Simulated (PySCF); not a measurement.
Zn(F)(GeH3) (FGeH3Zn), SMILES [GeH3][Zn][F].

Geometry: PBE0-D3(BJ)/def2-SVP. The structure was generated by enumeration; whether it is a known compound was not checked.

All values below come from TDA-PBE/def2-SVPD (PySCF).

Vertical excitations; the highest root listed may be one member of a degenerate set. The molecule is in vacuum. State labels are in the subgroup Cs.

Computed UV-visible absorptions:
```tsv
state	symmetry	energy (eV)	λ (nm)	f	main pairs
S1	A'	6.30	197	0.287	HOMO→LUMO 76 %
S2	A"	6.30	197	0.050	HOMO→LUMO+2, HOMO−1→LUMO (degenerate set)
S3	A'	6.30	197	0.050	HOMO→LUMO+1, HOMO−2→LUMO (degenerate set)
S4	A"	6.45	192	0.029	HOMO−1→LUMO, HOMO→LUMO+2 (degenerate set)
S5	A'	6.45	192	0.029	HOMO−2→LUMO, HOMO→LUMO+1 (degenerate set)
S6	A"	6.54	189	0.000	HOMO−1→LUMO+1 50 %, HOMO−2→LUMO+2 50 %
S7	A'	6.60	188	0.001	HOMO−2→LUMO+1, HOMO−1→LUMO+2 (degenerate set)
S8	A"	6.60	188	0.001	HOMO−2→LUMO+2, HOMO−1→LUMO+1 (degenerate set)
S9	A"	6.97	178	0.026	HOMO−3→LUMO (degenerate set)
S10	A'	6.97	178	0.026	HOMO−4→LUMO (degenerate set)
T1	A'	5.31	233	0	HOMO→LUMO 99 %
T2	A"	5.41	229	0	HOMO→LUMO+2 (degenerate set)
T3	A'	5.41	229	0	HOMO→LUMO+1 (degenerate set)
T4	A"	6.17	201	0	HOMO−1→LUMO 99 %
```
Triplets are in the Tamm–Dancoff approximation.
